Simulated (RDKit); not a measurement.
Job for RDKit: MMFF94 on CH8OSi (a complex), monomers drawn apart or pushed together.

```python
from rdkit import Chem
from rdkit.Chem import AllChem, rdDetermineBonds

blocks = [
'''3

O     0.15116475    0.71027261   -0.13049501
H    -0.59643395    1.24287181    0.16187523
H    -0.19445424   -0.18669748   -0.19489409
''',
'''8

C     1.28286864    0.23282231    2.84032917
Si   -0.52245784   -0.23260815    2.69211134
H     1.42302489    1.01449942    3.58920973
H     1.64826231    0.59993948    1.88066098
H     1.88403368   -0.62904346    3.13578865
H    -1.05787979   -0.73730558    3.98087367
H    -0.72123106   -1.29770998    1.67554780
H    -1.34761980    0.93473467    2.28821944
''',
]
mol = None
for b in blocks:
    f = Chem.MolFromXYZBlock(b)
    rdDetermineBonds.DetermineBonds(f, charge=0)
    mol = f if mol is None else Chem.CombineMols(mol, f)
Chem.SanitizeMol(mol)
print(Chem.MolToSmiles(Chem.RemoveHs(mol)))
ff = AllChem.MMFFGetMoleculeForceField(mol, AllChem.MMFFGetMoleculeProperties(mol), nonBondedThresh=100.0, ignoreInterfragInteractions=False)
e = ff.CalcEnergy()
print(f'MMFF94 energy {e:.6f} kcal/mol')
```

Program output:

```
C[SiH3].O
MMFF94 energy 4.990119 kcal/mol
```

The run finished.

Cost: very roughly 0.05 core-seconds.
